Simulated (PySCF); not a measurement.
## 17O chemical shifts

- geometry: GFN2-xTB
- GIAO PBE0/pcSseg-1 shieldings
- program: PySCF 2.14.0 with density-fitted response routines
- isolated molecule, non-relativistic, equivalent nuclei averaged, a single conformation

Shieldings were converted by a linear fit to measured shifts: 17O (scatter 10.7 ppm rms, 12.2 ppm with the 3 outliers that the fit left out vs liquid water, solution or neat liquid). Occasional misses reach two or three times the rms, and more in compound classes unlike the fitted ones.

Question: Give the 17O shifts of `CC(=O)O[C@@]1(C)CCC1=S`, `CC[C@@H]1C[C@H]1C(=O)Cl`, `C=CO[SiH2]C(C)(C)C`.

Answer: 
```
                                                             compound                environment  δ (ppm)
[CH3:1][C:2](=[O:3])[O:4][C@@:5]1([CH3:6])[CH2:7][CH2:8][C:9]1=[S:10]  O3: ester carbonyl oxygen    369.7
[CH3:1][C:2](=[O:3])[O:4][C@@:5]1([CH3:6])[CH2:7][CH2:8][C:9]1=[S:10]    O4: ester alkoxy oxygen    199.5
                                              CC[C@@H]1C[C@H]1C(=O)Cl            carbonyl oxygen    448.4
                                                   C=CO[SiH2]C(C)(C)C     oxygen bonded to C, Si     56.5
```

Question: Match the shifts 571.5, 476.6, 252.8, 83.5 ppm to `CC(C)/C=C\C(=O)Cl`, `C=C(Cl)C(=C)OCC`, `C=CCCS(=O)(=O)Cl`, `C=C(C=O)[Si@@H]([SiH2]C)[SiH2]P`.

Answer: 571.5: C=C(C=O)[Si@@H]([SiH2]C)[SiH2]P (aldehyde oxygen); 476.6: CC(C)/C=C\C(=O)Cl (carbonyl oxygen); 252.8: C=CCCS(=O)(=O)Cl (S=O oxygen); 83.5: C=C(Cl)C(=C)OCC (ether oxygen).
